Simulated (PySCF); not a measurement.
# Computed spin Hamiltonian

C₄H₅F₄S (doublet state).
Structure used (GFN2-xTB), in Å, numbered top down from 1:
```
atom  x, y, z in Å
F1    -2.6711    0.3729    0.7855
C2    -1.2941    0.2962    0.8833
C3    -0.6862   -0.0484   -0.4294
S4    -1.2812   -1.4055   -1.3258
C5     0.6546    0.4799   -0.7965
C6     1.7737   -0.0822    0.0846
F7     1.8267   -1.4183    0.0622
F8     1.6273    0.2728    1.3729
F9     2.9793    0.3615   -0.2983
H10   -0.9426    1.2724    1.2321
H11   -1.0999   -0.4568    1.6642
H12   -2.4803   -1.4268   -0.7421
H13    0.8979    0.2131   -1.8270
H14    0.6953    1.5687   -0.6879
```

The hyperfine couplings belong to this conformer and change with its torsions.

As a line formula: `FC[C](S)CC(F)(F)F` [radical].

Level of theory: PySCF, UKS B3LYP, pcH-1 on C F H S, non-relativistic, mean-field spin-orbit, GIAO. Isolated species at its GFN2-xTB geometry (one conformer only). The geometry wasn't refined by DFT: couplings that depend on bond lengths, twists or pyramidal angles can differ widely from those at the functional's own minimum. Stability of the SCF solution: not tested.

| Item | Value |
| --- | --- |
| g1, g2, g3 | 2.00196, 2.00401, 2.00770 |
| g_iso | 2.00456 |
| Form of g | rhombic: the two nearest values differ by 36 % of g3 − g1 |
| ⟨S²⟩ | 0.7542 (exact 0.7500) |
| α and β electrons | 41, 40 |

Isotropic coupling and dipolar principal values T1 to T3, in MHz:

| atom | isotope | a_iso | of which spin–orbit | T1 | T2 | T3 | Mulliken spin population |
| --- | --- | --- | --- | --- | --- | --- | --- |
| F1 | 19F | 119.5 | 0.4 | -36.8 | -34.0 | 70.8 | 0.01 |
| C2 | 13C | -30.3 | 0.0 | -3.1 | -1.8 | 4.8 | -0.04 |
| C3 | 13C | 117.4 | 0.3 | -70.8 | -70.2 | 141.0 | 0.79 |
| S4 | 33S | 4.4 | -0.4 | -23.5 | -18.6 | 42.2 | 0.18 |
| C5 | 13C | -28.1 | 0.0 | -1.3 | -0.9 | 2.2 | -0.06 |
| C6 | 13C | 78.0 | 0.0 | -4.9 | -4.2 | 9.1 | 0.04 |
| F7 | 19F | -1.9 | 0.0 | -5.7 | -0.8 | 6.6 | 0.00 |
| F8 | 19F | -1.1 | 0.0 | -3.2 | 1.2 | 2.0 | 0.00 |
| F9 | 19F | 13.2 | 0.0 | -11.9 | -11.3 | 23.2 | 0.00 |
| H10 | 1H | 12.6 | 0.0 | -5.5 | -3.8 | 9.2 | 0.00 |
| H11 | 1H | 88.0 | 0.0 | -4.8 | -1.9 | 6.7 | 0.05 |
| H12 | 1H | 3.0 | 0.0 | -3.6 | -2.8 | 6.4 | 0.00 |
| H13 | 1H | 12.2 | 0.0 | -4.3 | -3.7 | 8.0 | 0.01 |
| H14 | 1H | 51.0 | 0.0 | -4.6 | -3.9 | 8.5 | 0.02 |

The Mulliken spin populations are largest on C3 (+0.79) and S4 (+0.18). The angles at C3 add up to 357.6°, so it is nearly planar.

Axes: g2 points within 12° of the C3–S4 bond and g3 points within 7° of the S4–H12 bond.

Under fast tumbling the dipolar parts average out, and these isotropic splittings remain: 1 × 19F (F1, I = 1/2, 2 lines) with 4.26 mT, 2 × 1H (H10/H11, I = 1/2, 3 lines) with 1.79 mT, 2 × 1H (H13/H14, I = 1/2, 3 lines) with 1.13 mT, 3 × 19F (F7/F8/F9, I = 1/2, 4 lines) with 0.12 mT and 1 × 1H (H12, I = 1/2, 2 lines) with 0.11 mT.

Class means assume fast exchange of nuclei equivalent by connectivity; if that motion is slow, each nucleus keeps its own coupling. The three 19F nuclei of mean +3.4 MHz run from -1.9 to 13.2 MHz in the frozen geometry. The 1H value of +50.3 MHz is a mean of couplings from 12.6 to 88.0 MHz in this one geometry, not an average over conformers. The 1H value of +31.6 MHz is a mean of couplings from 12.2 to 51.0 MHz in this one geometry, not an average over conformers.

The 13C coupling of C3 (117.4 MHz) shows only in satellite lines or after enrichment, since that isotope makes up about 1.07 % of natural carbon.

Time: 1.7 min wall (grids of density and orbitals included); peak memory 0.99 GiB. Hardware: one thread, Arm Neoverse V1 (aarch64), shared host with 32 logical CPUs at a one-minute load of 9.5.
